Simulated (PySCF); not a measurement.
CH3AlBrF. Atoms are numbered in the order given.

```xyz
7

Al     0.1233     0.9319     0.0000
F      1.6865     1.5062     0.0000
Br    -0.1025    -1.3125     0.0000
C     -1.3681     2.1641     0.0000
H     -2.3375     1.6433     0.0000
H     -1.3234     2.8186     0.8868
H     -1.3234     2.8186    -0.8868
```
Charge 0, spin multiplicity 1.

The structure is a stationary point at B3LYP-D3(BJ)/def2-SVP. The structure was generated by enumeration; whether it is a known compound was not checked.

Computed with PBE/def2-TZVP (PySCF).

Symmetry labels are those of the subgroup Cs that the program uses (full group Cs).

**Question.** List the valence orbital energies around the gap with their symmetry. (An estimate is asked for; the answer gives what the named calculation found.)

**Answer.** 
| orbital | symmetry | energy (eV) |
|---|---|---|
| HOMO−7 | A' | -10.21 |
| HOMO−6 | A" | -10.16 |
| HOMO−5 | A" | -9.55 |
| HOMO−4 | A' | -9.54 |
| HOMO−3 | A' | -9.31 |
| HOMO−2 | A' | -7.81 |
| HOMO−1 | A" | -7.59 |
| HOMO | A' | -7.32 |
| LUMO | A" | -1.53 |
| LUMO+1 | A' | -1.50 |
| LUMO+2 | A' | 0.60 |
| LUMO+3 | A' | 0.77 |
